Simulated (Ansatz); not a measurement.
Consider the atomization: `CCSB(O)O` → B• + 2 C• + 7 H• + 2 O• + S•.

Gas-phase electronic energies from Ansatz, PBE0-D4/def2-TZVP geometries. CCSD(T)/CBS adds triple-zeta CCSD(T) − MP2 to the extrapolated MP2 energy (def2 sets, frozen cores). This one scheme is used for every species, atoms too. DFT in def2-TZVPP. B3LYP here is the variant with VWN-RPA as its local correlation; programs differ in this. No spin–orbit coupling; open shells (•) take unrestricted orbitals. Spin–orbit coupling would lower the free atoms: a little for B, C, O, S. One conformer a species, not always the lowest.

`CCSB(O)O`:

```xyz
13

C    -1.626    0.500    0.789
C    -1.106   -0.771    0.152
S    -0.133   -0.477   -1.357
B     1.480    0.015   -0.686
O     2.506    0.364   -1.519
O     1.692    0.032    0.659
H    -2.242    0.260    1.661
H    -2.235    1.072    0.087
H    -0.800    1.131    1.121
H    -1.927   -1.416   -0.167
H    -0.485   -1.338    0.845
H     2.285    0.333   -2.452
H     2.592    0.296    0.870
```

```csv
level,ΔE (kJ/mol)
B3LYP-D4,5250.4
r2SCAN,5281.4
SCS-MP2/def2-TZVPP,5192.5
HF/CBS(def2),3865.7
```

Q: What does CCSD(T)/CBS give? (Best estimate.)

A: Ansatz gave: +5259.1 kJ/mol. The listed levels differ from it by -8.7, 22.3, -66.6, -1393.4 kJ/mol.

Largest T1 diagnostic among the species: 0.014.

In def2-TZVPP, CCSD(T) changes the Hartree–Fock value by +1266.1 kJ/mol (the triples alone add +79.8 kJ/mol) and MP2 by +1383.0 kJ/mol; breaking electron pairs costs correlation energy, which Hartree–Fock lacks. From PBE to PBE0 (25 % exact exchange), in def2-TZVPP and without D4, ΔE moves by −95.9 kJ/mol: exact exchange takes away binding that semilocal exchange gives to molecules.

For atomizations the MP2-based limit and the directly extrapolated one differ by several kJ/mol either way, and by 10 to 25 for some Ge, Se and Sn compounds, so smaller differences from it don't rank the levels.
